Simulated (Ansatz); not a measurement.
Input file for Ansatz (an electronic-structure program): R-SVWN5/def2-TZVPP on H2INTe (SMILES N[Te]I), a point of a torsion scan. Elements past Kr take the def2 small-core potentials; no spin–orbit coupling.

Ansatz 0.2 input:
```yaml
crystal:
  periodic: [false, false, false]
  atoms:
    - {symbol: N, position_ang: [-0.84791775, 0.01923959, 0.27238473]}
    - {symbol: Te, position_ang: [0.73481682, 0.98031647, -0.53329777]}
    - {symbol: I, position_ang: [1.81084649, 1.58472501, 1.84723919]}
    - {symbol: H, position_ang: [-0.91310884, -0.94880799, -0.00221285]}
    - {symbol: H, position_ang: [-1.73272336, 0.46315588, 0.07863745]}
basis:
  gaussian:
    orbitals: def2-TZVPP
hamiltonian:
  xc: {name: SVWN5}
scf: {lower_state_search: off}
```

The log:

```
WARN ansatz: RAYON_NUM_THREADS=1 ignored (pool sized by the plan → 1); use --threads N
Functional definition: SVWN5
these checks for a lower state are left out or cut short: stability, starts, cluster_reference, orbital_swaps, neighbouring_geometries, increment
integrals: 0.07 GiB planned
1026 factors; their error is unknown
mean field: 0.50 GiB planned
mean field evaluation 1: about -16874.2730 eV, gradient 7.4e1 eV
mean field evaluation 2: about -16789.3334 eV, gradient 1.6e2 eV
mean field evaluation 4: about -16883.5011 eV, gradient 2.5e1 eV
mean field evaluation 8: about -16884.8107 eV, gradient 5.1e-1 eV
mean field evaluation 16: about -16884.6794 eV, gradient 2.6e-3 eV
mean field -16884.67944608 eV, -620.5005247968 hartree, gradient 2.3e-6 eV, S^2 0.000000; 0 other end points of the search recorded, 0 dependent functions left out
reference -16884.67947735 eV, -620.5005259458 hartree; 29, 29 occupied and 130, 130 virtual orbitals, 1026 factors
Total energy: -16884.67947735 eV, -620.5005259458 hartree
Checks for a lower state left out: stability, starts, cluster_reference, orbital_swaps, neighbouring_geometries, increment
```

Self-consistency was reached.

Cost: around 0.9 core-seconds (rough).
